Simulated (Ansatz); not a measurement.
The cluster H₂Au₂⁻, relaxed as a doublet with UKS PBE0-D4/def2-TZVPD in Ansatz, starting from the GFN1-xTB geometry. Force threshold 0.02 eV/Å.

In the def2 sets Au takes a core potential; there is no spin–orbit coupling. Another isomer (doublet) lies 0.13 eV lower at PBE0-D4/def2-TZVPD; other spin states weren't run for this one.

Start:

```xyz
4

Au   -0.6309   -1.0451   -0.4411
Au    0.6322    1.0453    0.4392
H     1.4091    2.3338    0.9803
H    -1.4105   -2.3341   -0.9784
```

| step | energy (eV) | largest force component (eV/Å) | SCF passes |
| --- | --- | --- | --- |
| 1 | -7421.1528 | 0.653 | 30 |
| 2 | -7421.2261 | 0.209 | 38 |
| 3 | -7421.2342 | 0.326 | 38 |
| 4 | -7421.2502 | 0.030 | 32 |
| 5 | -7421.2502 | 0.061 | 34 |
| 6 | -7421.2505 | 0.001 | 33 |

Force components are those of the run's own axes.

End:

Cartesian coordinates in Å:
```
Au -0.675 -1.118 -0.471
Au 0.676 1.118 0.471
H 1.463 2.423 1.017
H -1.464 -2.423 -1.016
```

By distances, no bond broke or formed. The bond that changes most is Au1–Au2, from 2.60 to 2.78 Å (atoms count from 1).

No frequencies were taken in this run, so the end may be a saddle point.

Hardware: 4 threads of Arm Neoverse V1 on a shared host. Wall time 12 s.
